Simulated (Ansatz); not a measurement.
Consider the redistribution: `O[SiH2][O][GeH2][OH]` + `[Br][AlH][Br]` → `O[SiH2][O][GeH3]` + `[OH][Al]([Br])[Br]`.

Program: Ansatz. Geometries: PBE0-D4/def2-TZVP. ΔE: electronic, gas phase. CBS: MP2 limit from def2 TZ/QZ plus the TZ coupled-cluster correction, frozen cores. Functionals use def2-TZVPP. B3LYP here is the variant with VWN-RPA as its local correlation; programs differ in this. For Br, Ge outer-core shells are correlated without core-valence functions, which leaves a few kJ/mol of doubt a bond. Scalar relativity is left out up to krypton. One conformer a species, not always the lowest.

| level | ΔE (kJ/mol) | difference from CCSD(T)/CBS |
| --- | --- | --- |
| B3LYP-D4 | -93.0 | -1.2 |
| ωB97M-V | -90.9 | 0.9 |
| PBE | -87.5 | 4.3 |
| r2SCAN | -93.6 | -1.8 |
| B3LYP | -91.6 | 0.2 |
| SCS-MP2/def2-TZVPP | -90.2 | 1.6 |
| HF/def2-QZVPP | -87.6 | 4.2 |
| SCS-MP2/def2-QZVPP | -91.3 | 0.5 |
| MP2/CBS(def2) | -94.2 | -2.4 |
| CCSD/CBS(def2) | -92.5 | -0.7 |
| CCSD(T)/CBS | -91.8 | 0 |

Largest T1 diagnostic among the species: 0.012.

In def2-TZVPP, CCSD(T) changes the Hartree–Fock value by −3.1 kJ/mol (the triples alone add +0.7 kJ/mol) and MP2 by −5.5 kJ/mol.
